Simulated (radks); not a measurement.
The numbers below are computed, except where a source is named.
Question: The table gives one normalised radial function P(r) = r R(r) of Cu in [Ar] 3d10 4s1 (r in bohr). Code: a radial shooting solver on a logarithmic mesh with Libxc functionals. Model: non-relativistic Kohn-Sham, exchange-only PBE, spin-polarised, spherical densities, point nucleus; open shells are filled with parallel spins first.

r,P
0.002615,0.0869
0.003459,0.1122
0.004577,0.1435
0.006008,0.1804
0.007949,0.2250
0.01052,0.2747
0.01381,0.3245
0.01827,0.3701
0.02417,0.3976
0.03198,0.3885
0.04198,0.3231
0.05554,0.1767
0.07348,-0.0561
0.09723,-0.3454
0.1276,-0.6000
0.1689,-0.7002
0.2234,-0.5010
0.2956,0.0255
0.388,0.6870
0.5134,1.2030
0.6793,1.2921
0.8917,0.9951
1.18,0.5541
1.561,0.2191
2.065,0.0580
2.711,0.0099
3.587,0.0009
4.746,0.0000
6.28,0.0000
8.243,0.0000
10.91,0.0000

Which n and l does it have? It may be an empty orbital.

Answer: n = 3, l = 0: the number of nodes gives n - l - 1 = 2, the rise at small r (about r^(l+1)) gives l, and the extent must fit the shell. The curve is that of 3s down; the table hardly tells the two spins apart. 3s down: eigenvalue -110.01 eV, 2 radial nodes at r = 0.0692, 0.292 bohr, <r> = 0.722 bohr, 90 % of the charge inside 1.08 bohr.
